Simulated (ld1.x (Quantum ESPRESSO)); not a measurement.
Scattering properties, TM potential for silicon (Si)

Si, norm-conserving Troullier–Martins (Kleinman–Bylander form), made with ld1.x (Quantum ESPRESSO) 7.5 (LDA (PZ), scalar-relativistic). Core [He], reference 2s2 2p6 3s2 3p2. Waves: 2s (bound): rc 0.70 bohr; 2p (bound): rc 0.85 bohr. Local part: the p channel. Core correction: none.

Occupied shells without a wave of their own: 3p, 3s. They enter only through the test configuration that unscreens the potential.

The phase is arctan(r·u′/u) with u = r·R(r), unwrapped; energies in Ry, scanned from -12 to 5 Ry. A pole is an energy at which the radial function vanishes at the test radius. The pseudo phase is shifted by a multiple of π to meet the all-electron one at the reference energy, and phase errors are pseudo minus all-electron; the curves can meet again beyond the range given. Levels narrower than the energy grid can be missing from the lists of poles.

| channel | radius (bohr) | reference energy (Ry) | poles, all-electron | poles, pseudo | unbroken range about the reference energy with phases within 0.05 rad | phase error 1 Ry above the reference energy (rad) |
| --- | --- | --- | --- | --- | --- | --- |
| s | 0.96 | -10.20 | -7.66 | -7.62 | the whole range | +0.001 |
| p | 0.96 | -7.03 | -4.97 | -4.91 | below 2.7 | +0.003 |

Phases in the s channel:

| E (Ry) | all-electron | pseudo |
| --- | --- | --- |
| -12.00 | 0.164 | 0.173 |
| -11.76 | -0.045 | -0.036 |
| -11.52 | -0.270 | -0.264 |
| -11.28 | -0.492 | -0.488 |
| -11.04 | -0.692 | -0.690 |
| -10.80 | -0.860 | -0.860 |
| -10.56 | -0.997 | -0.997 |
| -10.32 | -1.106 | -1.106 |
| -10.08 | -1.194 | -1.194 |
| -9.84 | -1.265 | -1.265 |
| -9.60 | -1.323 | -1.323 |
| -9.36 | -1.372 | -1.371 |
| -9.12 | -1.413 | -1.412 |
| -8.88 | -1.448 | -1.447 |
| -8.64 | -1.479 | -1.477 |
| -8.40 | -1.506 | -1.504 |
| -8.16 | -1.529 | -1.527 |
| -7.92 | -1.550 | -1.548 |
| -7.68 | -1.569 | -1.566 |
| -7.44 | -1.586 | -1.583 |
| -7.20 | -1.602 | -1.599 |
| -6.96 | -1.616 | -1.613 |
| -6.72 | -1.629 | -1.626 |
| -6.48 | -1.642 | -1.638 |
| -6.24 | -1.653 | -1.649 |
| -6.00 | -1.664 | -1.660 |
| -5.76 | -1.675 | -1.670 |
| -5.52 | -1.684 | -1.679 |
| -5.28 | -1.694 | -1.688 |
| -5.04 | -1.703 | -1.697 |
| -4.80 | -1.711 | -1.705 |
| -4.56 | -1.720 | -1.713 |
| -4.32 | -1.728 | -1.721 |
| -4.08 | -1.735 | -1.728 |
| -3.84 | -1.743 | -1.736 |
| -3.60 | -1.750 | -1.743 |
| -3.36 | -1.758 | -1.750 |
| -3.12 | -1.765 | -1.756 |
| -2.88 | -1.772 | -1.763 |
| -2.64 | -1.779 | -1.770 |
| -2.40 | -1.786 | -1.776 |
| -2.16 | -1.793 | -1.783 |
| -1.92 | -1.800 | -1.790 |
| -1.68 | -1.807 | -1.796 |
| -1.44 | -1.814 | -1.803 |
| -1.20 | -1.821 | -1.809 |
| -0.96 | -1.828 | -1.816 |
| -0.72 | -1.835 | -1.822 |
| -0.48 | -1.843 | -1.829 |
| -0.24 | -1.850 | -1.836 |
| 0.00 | -1.858 | -1.843 |
| 0.24 | -1.865 | -1.849 |
| 0.48 | -1.873 | -1.856 |
| 0.72 | -1.881 | -1.864 |
| 0.96 | -1.889 | -1.871 |
| 1.20 | -1.897 | -1.878 |
| 1.44 | -1.906 | -1.886 |
| 1.68 | -1.915 | -1.894 |
| 1.92 | -1.924 | -1.902 |
| 2.16 | -1.934 | -1.910 |
| 2.40 | -1.943 | -1.919 |
| 2.64 | -1.953 | -1.928 |
| 2.88 | -1.964 | -1.937 |
| 3.12 | -1.975 | -1.946 |
| 3.36 | -1.986 | -1.956 |
| 3.60 | -1.998 | -1.966 |
| 3.84 | -2.011 | -1.977 |
| 4.08 | -2.024 | -1.988 |
| 4.32 | -2.037 | -1.999 |
| 4.56 | -2.052 | -2.011 |
| 4.80 | -2.067 | -2.024 |
